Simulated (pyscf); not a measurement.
PySCF, gas phase, ωB97X-D3(BJ)/def2-SVP geometries. Singlets are restricted, triplets unrestricted.

Singlet (Å):
```xyz
12

C      0.1595    -0.1885    -0.7582
C      0.7235     0.7689     0.2980
C     -0.3641     1.6563     0.9140
Ge     2.2075     1.8689    -0.4580
Cl     0.9980     2.9125    -1.9748
H     -0.3012     0.3753    -1.5847
H     -0.6125    -0.8458    -0.3220
H      0.9377    -0.8418    -1.1897
H      1.2022     0.1765     1.1011
H     -1.1501     1.0438     1.3887
H     -0.8393     2.2794     0.1400
H      0.0363     2.3314     1.6901
```

Triplet (Å):
```xyz
12

C     -0.2088     0.0843     1.5907
C      0.6861     0.6945     0.5210
C     -0.0705     1.3135    -0.6460
Ge     1.8624    -0.8209    -0.2397
Cl     0.5053    -2.2912    -1.1349
H      0.3724    -0.3179     2.4330
H     -0.8927     0.8595     1.9813
H     -0.8227    -0.7294     1.1741
H      1.4189     1.3947     0.9511
H     -0.6774     0.5574    -1.1680
H      0.6079     1.7767    -1.3770
H     -0.7543     2.0940    -0.2657
```

Task: For these two minima of H₃C–CH(CH₃)–Ge:–Cl, which spin state lies lower at ωB97X-D3(BJ)/def2-TZVP, and by how much (electronic energies)?

Result: The singlet, by 1.75 eV. Zero-point energy shifts E(triplet) − E(singlet) by 0.00 eV. The 7 functionals that were run give +1.38 (r²SCAN) to +1.75 eV (ωB97X-D3(BJ)/def2-TZVP). Other isomers of H₃C–CH(CH₃)–Ge:–Cl [singlet] were not searched in full and may lie lower. 

E(triplet) − E(singlet) by level (eV):

```json
[
 {"level": "ωB97X-D3(BJ)/def2-TZVP", "gap": "+1.75"},
 {"level": "PBE/def2-TZVP", "gap": "+1.53"},
 {"level": "r²SCAN/def2-TZVP", "gap": "+1.38"},
 {"level": "B3LYP-D3(BJ)/def2-TZVP", "gap": "+1.64"},
 {"level": "PBE0-D3(BJ)/def2-TZVP", "gap": "+1.50"},
 {"level": "M06-2X/def2-TZVP", "gap": "+1.46"},
 {"level": "ωB97M-D3(BJ)/def2-TZVP", "gap": "+1.74"},
 {"level": "HF/def2-TZVP", "gap": "+1.02"}
]
```

The triplet is the lowest one reached from the SCF start used. Elements up to Kr have no core potential and no relativistic terms here.
